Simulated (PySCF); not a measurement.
Two-component Hartree-Fock for Rh³⁺ (rhodium, charge +3)

Start: [Kr] 4d6; 4d3/2 filled at m_j = -3/2, -1/2, +1/2, +3/2; 4d5/2 filled at m_j = +3/2, +5/2. Calculated with PySCF 2.14 in x2c-SVPall-2c (6s8p6d1f, 67 functions): generalised Hartree-Fock with the X2C-1e Hamiltonian and a Gaussian nucleus; one run each with spin-orbit coupling (SO) switched off, then screened by Boettger's factors.

```tsv
spinor shell	electrons	ε, spin-free (eV)	ε, screened SO (eV)	weight of nominal j (screened SO)	rms radius, screened SO (bohr)
1s1/2	2	-23375.4	-23373.9	1.000	0.0375
2s1/2	2	-3501.4	-3500.9	1.000	0.154
2p1/2	2	-3135.9	-3236.1	1.000	0.134
2p3/2	4	-3135.9	-3089.2	1.000	0.138
3s1/2	2	-691.08	-690.93	1.000	0.415
3p1/2	2	-567.59	-585.45	1.000	0.411
3p3/2	4	-567.59	-559.16	1.000	0.422
3d3/2	4	-370.22	-373.46	0.976	0.401
3d5/2	6	-370.22	-367.88	0.984	0.405
4s1/2	2	-137.11	-137.05	1.000	1.04
4p1/2	2	-99.053	-105.33	0.727	1.13
4p3/2	4	-99.053	-95.960	0.864	1.15
4d3/2	4	-47.681	-47.494	0.685	1.47
4d5/2	2	-47.681	-48.065	0.879	1.47
```

```csv
quantity,spin-free,screened SO
E (hartree),-4778.49041,-4779.21670
M_J,4,4
⟨J²⟩,20.005,20.009
⟨L²⟩,6.003,6.100
⟨S²⟩,6.001,5.957
```

Each row is a mean over spinors that exchange with the open shell spreads, by up to 10.250 eV (4p3/2).

Rows whose weight is well below 1 are mixtures of j = l ± 1/2: exchange outweighs spin-orbit coupling there, and the label is only the starting occupation.

Breit and QED terms are absent; they matter most for the inner s and p1/2 levels.

Densities and radii are taken from the X2C orbitals without a picture-change correction, which distorts them close to the nucleus.

Without spin-orbit coupling the j labels of p, d and f shells carry no meaning; the spin-free column gives the mean over the occupied spinors of each nl shell.
